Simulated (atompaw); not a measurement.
**How hard is this indium (In) PAW (atompaw) potential?**

```json
{"Element": "indium (In)", "Generator": "atompaw 4.2.0.5", "Type": "PAW", "Functional": "PBE", "Relativity": "scalar-relativistic", "Frozen core": "[Kr] 4d10", "Valence charge": "3", "Reference configuration": "5s2 5p1", "Partial waves": "5s (bound): rc 2.65 bohr; 5s channel at 0.1 Ry: rc 2.65 bohr; 5p (bound): rc 2.65 bohr; 5p channel at 0.4 Ry: rc 2.65 bohr", "Local potential": "ultrasoft scheme with l = 2 at 0 Ry, radius 2.15 bohr", "Core correction": "smooth core density matched at 1.45 bohr", "Augmentation charge": "sinc compensation charge, radius 2.65 bohr; PAW radius 2.65 bohr; waves and projectors: custom polynom vanderbiltortho"}
```

The pseudo-atom Hamiltonian at the reference potential is diagonalised in spherical Bessel functions j_l(qr) that vanish at 20 bohr, with q² up to the cutoff. All-electron valence levels (Ry): 5s -0.6035, 5p -0.1851.

Q: How do the lowest levels (Ry) of each channel move with the cutoff, and are there ghosts?

A:

| cutoff (Ry) | s #1 | p #1 | p #2 | d #1 | f #1 | Σ f·Δε (mRy) |
| --- | --- | --- | --- | --- | --- | --- |
| 8 | -0.6034 | -0.1849 | 0.0239 | 0.0432 | 0.0989 | 0.5 |
| 10 | -0.6034 | -0.1850 | 0.0239 | 0.0431 | 0.0989 | 0.3 |
| 12 | -0.6035 | -0.1851 | 0.0239 | 0.0431 | 0.0989 | 0.2 |
| 400 | -0.6035 | -0.1851 | 0.0239 | 0.0430 | 0.0989 | 0.0 |

Result: no extra level below or beside the all-electron valence levels (s, p, d, f tested); 10 mRy is reached at 6 Ry and 1 mRy at 8 Ry.
